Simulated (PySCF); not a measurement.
Geometry:
```csv
atom,x (Å),y (Å),z (Å)
O1,4.570,-1.301,0.127
B2,3.438,-0.613,-0.148
O3,3.489,0.576,-0.799
Si4,1.589,-1.264,0.355
O5,0.724,0.054,-0.303
C6,-0.611,0.269,-0.348
C7,-1.537,-0.640,0.174
C8,-2.901,-0.366,0.091
C9,-3.355,0.807,-0.508
C10,-2.428,1.712,-1.027
C11,-1.064,1.449,-0.949
H12,5.355,-0.837,-0.192
H13,2.595,0.931,-0.917
H14,1.283,-1.380,1.816
H15,1.130,-2.533,-0.295
H16,-1.191,-1.564,0.646
H17,-3.615,-1.083,0.503
H18,-4.425,1.016,-0.572
H19,-2.770,2.636,-1.500
H20,-0.328,2.148,-1.353
```

Geometry: PBE0-D3(BJ)/def2-SVP; GIAO shifts from PySCF 2.14, gas phase, non-relativistic, averaged over equivalent atoms.

At PBE0/pcSseg-1 (239 basis functions, 99 s wall time on 1 thread of an Arm Neoverse N1, shared host):
```
  atoms  δ (ppm)
  O1/O3    153.4
     O5    100.6
     B2     30.7
    Si4    -36.2
     C6    162.6
 C8/C10    135.4
     C9    126.1
 C7/C11    121.5
H17/H19     7.41
    H18     7.08
H16/H20     6.96
H12/H13     5.64
H14/H15     5.06
```

Scale: H2O for ¹⁷O (σref 334.56); ¹¹B (σref 100.73) against BF3·OEt2; ²⁹Si (σref 351.99) and ¹³C (σref 184.41) and ¹H (σref 31.27) against TMS (reference shieldings calculated alike).

Estimate the result of repeating the calculation with HF/pcSseg-2.

Answers


```tsv
atoms	δ at HF/pcSseg-2	change
O1/O3	117.3	-36.1
O5	66.9	-33.7
B2	34.2	+3.5
Si4	-39.5	-3.3
C6	167.7	+5.1
C8/C10	142.4	+7.0
C9	128.3	+2.2
C7/C11	123.8	+2.3
H17/H19	7.65	+0.24
H18	7.13	+0.05
H16/H20	7.11	+0.15
H12/H13	5.42	-0.22
H14/H15	4.73	-0.33
```

Referencing at the same level of theory: ¹⁷O (σ = 326.33 ppm) against H2O; BF3·OEt2 for ¹¹B (σ = 114.51 ppm); ²⁹Si (σ = 382.96 ppm), ¹³C (σ = 191.47 ppm), ¹H (σ = 31.68 ppm) against TMS.

The largest change is at O1/O3 (oxygen bonded to B, H). Cost: 529 basis functions, 4.7 min wall time on 1 thread of an Arm Neoverse N1, shared host. The order of the carbon signals is the same at both levels.

Experimental scales use liquid or dissolved standards, which lie at an offset from isolated H2O (liquid H2O: subtract about 36 ppm).
